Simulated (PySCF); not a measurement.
CCl₂, SMILES Cl[C]Cl (connectivity only; charge and spin as stated), neutral, multiplicity 1.

The structure is a stationary point at PBE0-D3(BJ)/def2-TZVP. The isomer is the one that the SMILES or the coordinates give; other isomers of the formula were not compared.

All values below come from r2SCAN/def2-TZVPD in PySCF.

The molecule is in vacuum.

Question: Estimate the frontier levels, gap, dipole moment and polarisability. (An estimate is asked for; the answer gives what the named calculation found.)

Answer: 
The highest occupied level is -6.48 eV and the lowest empty level is -4.26 eV. The orbital gap is 2.22 eV and the dipole moment is 1.14 D. The quadrupole, principal values (traceless, Buckingham form, about the centre of nuclear charge) is -4.06, 1.24, 2.82 D·Å, the mean static polarisability is 43.9 bohr³ (6.51 Å³) and the polarisability, principal values comes out as 31.0, 39.2, 61.5 bohr³.
